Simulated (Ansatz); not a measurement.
Steps of a relaxation of C2H4Cl2Sn, SMILES `C=[CH][SnH]([Cl])[Cl]` with RKS PBE0-D4/def2-TZVP.

```sh
$ ansatz run in.yaml --threads 4 --pin off --events-out ev --progress --plain --max-ram 10444MiB
```

```yaml
crystal:
  periodic: [false, false, false]
  atoms:
    - {symbol: C, position_ang: [0.342519, 0.531495, -1.567941]}
    - {symbol: C, position_ang: [0.621376, -0.404383, -0.645647]}
    - {symbol: Sn, position_ang: [-0.453038, -0.447654, 1.206560]}
    - {symbol: Cl, position_ang: [-1.998960, 1.347656, 1.050189]}
    - {symbol: Cl, position_ang: [1.039145, 0.069150, 2.976115]}
    - {symbol: H, position_ang: [-0.439749, 1.294161, -1.407338]}
    - {symbol: H, position_ang: [0.889603, 0.572444, -2.526943]}
    - {symbol: H, position_ang: [1.412352, -1.158198, -0.803475]}
    - {symbol: H, position_ang: [-1.324848, -1.850972, 1.701280]}
basis:
  gaussian: {orbitals: def2-TZVP}
hamiltonian: {xc: pbe0, dispersion: d4}
relax: {f_tol: 0.005, max_steps: 150}
```

Positions (Å) and forces (eV/Å) along the path, 9 of 9 steps:

```xyz
9
step=1 energy=-33008.6481 eV
C     0.343    0.531   -1.568    0.083   -0.342    0.323
C     0.621   -0.404   -0.646   -0.056    0.342   -0.351
Sn   -0.453   -0.448    1.207    0.060    0.364    0.048
Cl   -1.999    1.348    1.050    0.421   -0.499    0.077
Cl    1.039    0.069    2.976   -0.420   -0.144   -0.484
H    -0.440    1.294   -1.407    0.442   -0.433   -0.102
H     0.890    0.572   -2.527   -0.287   -0.023    0.532
H     1.412   -1.158   -0.803   -0.432    0.425    0.056
H    -1.325   -1.851    1.701    0.188    0.310   -0.100
9
step=2 energy=-33008.7135 eV
C     0.332    0.517   -1.550    0.127    0.009   -0.005
C     0.611   -0.399   -0.629    0.066   -0.007   -0.199
Sn   -0.446   -0.434    1.181    0.026   -0.021   -0.078
Cl   -1.955    1.311    1.068   -0.160    0.188   -0.011
Cl    1.001    0.060    2.910    0.182    0.058    0.192
H    -0.445    1.268   -1.401    0.110   -0.115   -0.053
H     0.893    0.568   -2.485   -0.129   -0.019    0.118
H     1.395   -1.141   -0.783   -0.090    0.143   -0.017
H    -1.297   -1.797    1.673   -0.133   -0.237    0.052
9
step=3 energy=-33008.7204 eV
C     0.350    0.530   -1.547   -0.153   -0.191   -0.136
C     0.611   -0.391   -0.629    0.057    0.071    0.016
Sn   -0.451   -0.433    1.189    0.008    0.009   -0.010
Cl   -1.967    1.324    1.079   -0.020    0.016    0.007
Cl    1.015    0.060    2.922    0.016   -0.001    0.029
H    -0.439    1.266   -1.417    0.081    0.032    0.013
H     0.879    0.545   -2.498    0.037    0.068    0.096
H     1.396   -1.128   -0.779   -0.020    0.013   -0.018
H    -1.306   -1.820    1.662   -0.008   -0.018    0.004
9
step=4 energy=-33008.7235 eV
C     0.333    0.512   -1.563    0.012    0.021    0.002
C     0.613   -0.384   -0.627    0.051    0.016    0.001
Sn   -0.451   -0.427    1.190    0.004   -0.002    0.029
Cl   -1.966    1.333    1.097    0.003    0.002   -0.002
Cl    1.014    0.039    2.934    0.001    0.000   -0.003
H    -0.439    1.265   -1.433   -0.033   -0.034   -0.025
H     0.880    0.535   -2.502    0.013    0.017    0.013
H     1.415   -1.103   -0.769   -0.052   -0.023   -0.004
H    -1.310   -1.817    1.655    0.003    0.003   -0.011
9
step=5 energy=-33008.7244 eV
C     0.331    0.511   -1.565    0.004   -0.002    0.000
C     0.614   -0.379   -0.624    0.023    0.002    0.010
Sn   -0.447   -0.422    1.195   -0.022   -0.023   -0.011
Cl   -1.960    1.339    1.101    0.001    0.008    0.006
Cl    1.017    0.033    2.941   -0.002    0.000   -0.006
H    -0.456    1.249   -1.447   -0.002    0.003    0.001
H     0.887    0.540   -2.498   -0.005   -0.002   -0.007
H     1.413   -1.102   -0.763   -0.003    0.007   -0.001
H    -1.311   -1.815    1.642    0.005    0.007    0.009
9
step=6 energy=-33008.7245 eV
C     0.329    0.509   -1.566    0.003   -0.001   -0.001
C     0.619   -0.376   -0.622   -0.006    0.003    0.004
Sn   -0.448   -0.424    1.193   -0.001    0.002   -0.004
Cl   -1.953    1.346    1.104    0.000   -0.001    0.002
Cl    1.015    0.025    2.942    0.002   -0.001   -0.001
H    -0.463    1.243   -1.449   -0.001   -0.002   -0.001
H     0.883    0.538   -2.501    0.002    0.001   -0.001
H     1.422   -1.094   -0.759    0.004   -0.001   -0.001
H    -1.316   -1.813    1.641   -0.002   -0.001    0.003
9
step=7 energy=-33008.7246 eV
C     0.329    0.508   -1.567    0.000    0.000    0.000
C     0.619   -0.374   -0.621    0.000   -0.002    0.001
Sn   -0.449   -0.423    1.193   -0.002    0.000    0.001
Cl   -1.952    1.347    1.107    0.000    0.000    0.000
Cl    1.016    0.021    2.942    0.001    0.000   -0.002
H    -0.466    1.239   -1.454   -0.001   -0.001   -0.001
H     0.884    0.537   -2.501    0.001    0.001    0.000
H     1.426   -1.090   -0.756    0.001    0.001    0.001
H    -1.318   -1.812    1.640   -0.001    0.000    0.001
9
step=8 energy=-33008.7246 eV
C     0.326    0.506   -1.569    0.000    0.004    0.002
C     0.620   -0.372   -0.619    0.006   -0.007   -0.008
Sn   -0.451   -0.423    1.194    0.005    0.003   -0.002
Cl   -1.948    1.352    1.109   -0.001   -0.001    0.002
Cl    1.020    0.013    2.940   -0.003    0.000    0.001
H    -0.474    1.232   -1.460    0.000   -0.002    0.000
H     0.885    0.537   -2.501   -0.001    0.000    0.001
H     1.434   -1.080   -0.750   -0.005    0.003    0.003
H    -1.324   -1.810    1.639   -0.001    0.001    0.001
9
step=9 energy=-33008.7246 eV
C     0.327    0.506   -1.569   -0.002    0.001    0.000
C     0.621   -0.372   -0.620    0.004   -0.003   -0.005
Sn   -0.450   -0.423    1.193    0.000    0.002    0.002
Cl   -1.949    1.352    1.111    0.000    0.000   -0.001
Cl    1.019    0.013    2.941    0.000   -0.001    0.000
H    -0.474    1.231   -1.460    0.002   -0.001    0.000
H     0.885    0.537   -2.501   -0.001    0.000    0.001
H     1.434   -1.081   -0.750   -0.002    0.002    0.003
H    -1.324   -1.809    1.639    0.000   -0.001   -0.001
```

It took 35 s on 4 threads of an Arm Neoverse V2 on a shared host, with 0.68 GiB of host memory at the peak.
